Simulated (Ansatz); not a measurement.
Reactions of C2H5FGeO, SMILES `C=C[O][GeH2][F]`.

Program: Ansatz. Geometries: PBE0-D4/def2-TZVP. ΔE: electronic, gas phase. CCSD(T)/CBS adds triple-zeta CCSD(T) − MP2 to the extrapolated MP2 energy (def2 sets, frozen cores). This one scheme is used for every species, atoms too. For atomizations the MP2-based limit and the directly extrapolated one differ by several kJ/mol either way, and by 10 to 25 for some Ge, Se and Sn compounds, so smaller differences from it don't rank the levels. DFT in def2-TZVPP. No spin–orbit coupling; open shells (•) take unrestricted orbitals. Spin–orbit coupling would lower the free atoms: a little for C, F, O; clearly for Ge. Bonds to Ge are less sure, by a few kJ/mol each and by 10 to 20 or more in all where they break to atoms, as the def2 sets lack core-valence functions. Scalar relativity is left out up to krypton. Each species was taken in one conformer, which may not be the lowest.

```
                                                                      reaction  CCSD(T)/CBS(def2) (kJ/mol)
                                     `C=C[O][GeH2][F]` → `[F][GeH]1[CH2]C[O]1`                         -22
`C=C[O][GeH2][F]` + `[AlH2][S][SiH3]` → `C=C[SiH2][S][AlH2]` + `[OH][GeH2][F]`                           ?
                              `C=C[O][GeH2][F]` + H₂ → `C=C` + `[OH][GeH2][F]`                         -80
                               `C=C[O][GeH2][F]` → 2 C• + F• + Ge• + 5 H• + O•                        3771
```

Problem. Fill in the missing values. (Estimate.)

Solution. Ansatz gave: `C=C[O][GeH2][F]` + `[AlH2][S][SiH3]` → `C=C[SiH2][S][AlH2]` + `[OH][GeH2][F]`: -67.9 kJ/mol.

Largest T1 diagnostic: 0.013, for `C=C[O][GeH2][F]`.
